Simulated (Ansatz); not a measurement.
Question: Name a neutral molecule of B, C, Cl, F and H with HOMO–LUMO gap (PBE/def2-TZVPP) between 4.80 and 5.10 eV and LUMO energy (PBE0/def2-TZVPP) between -1.00 and -0.70 eV (Ansatz, PBE0-D4/def2-TZVP geometry).

Answer: `CB(F)CCl` (5.05 eV, -0.78 eV). Other molecules can fit too; these were computed, each in one conformer that needn't be the lowest.
